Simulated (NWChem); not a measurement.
## Basis-set convergence for H2BFS2

SMILES: FB(S)S
```xyz
6

B      0.0000     0.0000     0.3631
F      0.0000     0.0000     1.6903
S      1.6304     0.0000    -0.4256
H      1.2045     0.0000    -1.7042
S     -1.6304     0.0000    -0.4256
H     -1.2045     0.0000    -1.7042
```
Charge 0, spin multiplicity 1.

Everything below was run with NWChem. Structure: optimised with PBE0/def2-SVP, a minimum by its harmonic frequencies. It is one conformer; others weren't searched.

Quantity: LUMO energy at the level PBE0.

The Pople sets run with spherical d functions. The structure started from a generated list of species.

| basis | functions | LUMO energy (eV) |
|---|---|---|
| STO-3G | 30 | (withheld) |
| 3-21G | 48 | -0.30 |
| 6-31G* | 68 | -0.25 |
| def2-SVP | 74 | -0.26 |
| cc-pVDZ | 74 | -0.31 |
| 6-311++G** | 118 | -0.91 |
| def2-TZVP | 148 | -0.58 |
| cc-pVTZ | 156 | (withheld) |
| def2-TZVPD | 187 | (withheld) |
| aug-cc-pVTZ | 238 | -0.86 |

Problem. Fill in the missing entries.

Solution. 
- STO-3G, LUMO energy (eV): 3.92
- cc-pVTZ, LUMO energy (eV): -0.53
- def2-TZVPD, LUMO energy (eV): -0.84
